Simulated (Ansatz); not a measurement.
Species: SiBr2, charge -1, multiplicity 2. 
Geometry from a B3LYP-D3(BJ)/def2-TZVP (Ansatz, a program for electronic structure) optimisation:
```
Si
Br 1 2.4371
Br 1 2.4371 2 100.28
```
Charge -1, spin multiplicity 2.

Basis-set convergence of Hartree-Fock and MP2 correlation energies (hartree) with Ansatz. Valence correlation only, unless marked. Open shells are spin-unrestricted. Spin-orbit coupling is left out. Frozen are the shells of the preceding noble gas and the d and f shells that filled before the atom's block. Non-relativistic. This anion needs diffuse functions, which these sets lack.

```
basis       functions        E(HF)  E(corr, MP2)
----------  ---------  -----------  ------------
def2-SVP           82  -5433.14513      -0.30783
def2-TZVPP        138            …             …
```

Question: Fill in the missing entries.

Answer: 
- def2-TZVPP, E(HF): -5433.88276
- def2-TZVPP, E(corr, MP2): -0.41656
